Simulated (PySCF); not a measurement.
Relaxation of quintet RuSCl₂

All numbers come from UPBE0/[Ru def2-SVP with ECP28, S def2-SVP, Cl def2-SVP], scalar-relativistic core potentials, density fitting, no spin–orbit coupling, PySCF. A (50,194) grid was used.

A hand-made T-shaped (ligand arrangement 1) start, of Cs symmetry, held to at least that symmetry:

```xyz
4
charge 0 multiplicity 5, angstrom
Ru   -0.0580    0.0000   -0.4091
S    -2.1367    0.0000   -0.3365
Cl   -0.0580    0.0000    1.8309
Cl    2.1806    0.0000   -0.3309
```

(1) What forces act on the atoms at the start (eV/Å)?

(2) What does it relax to?

(3) How much energy is released, and in how many steps?

## Answers

(1) 
```csv
atom,Fx,Fy,Fz
Ru1,0.33,0.00,1.26
S2,-1.74,0.00,-0.74
Cl3,0.03,0.00,0.15
Cl4,1.38,0.00,-0.68
```

(2) It ends at C2v with Ru–Cl 2.253 Å (×2), Ru–S 2.101 Å; Cl–Ru–Cl 154.7°, Cl–Ru–S 102.6° (×2) (after a last refinement on a finer grid). The frequency run here used a shortcut that can spoil soft modes, so no verdict on minimum or saddle point is given. Other isomers or separated fragments may lie lower.

(3) 107.6 kJ/mol in 17 steps.

Other spin states or occupations of the open shell can lie lower. At this level a triplet minimum of C2v symmetry lies 11 kJ/mol below this structure.
